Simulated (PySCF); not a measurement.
**Electron correlation in In (indium, neutral)**

[Kr] 4d10 5s2 5d1, 2D determinant (an excited configuration). Calculation: PySCF 2.14, in aug-cc-pVTZ-DK3 (8s7p5d2f, 68 functions); the spin-free X2C one-electron Hamiltonian (Gaussian nucleus). Frozen: [Kr] 4d10; 3 electrons correlated.

| level | correlation energy (mhartree) |
| --- | --- |
| CCSD | -42.88 |
| (T) | -1.69 |
| CCSD(T) | -44.57 |

Diagnostics: T1 = 0.040, D1 = 0.0978, largest double amplitude 0.187.

The outer electron is Rydberg-like, and this basis confines it to a smaller radius and binds it less than a complete one would. T1 exceeds 0.03, a sign that the reference determinant is poor. A double-excitation amplitude exceeds 0.15, a sign of near-degeneracy.

Cost of the coupled-cluster step: about 8 core-seconds, for 3 correlated electrons.
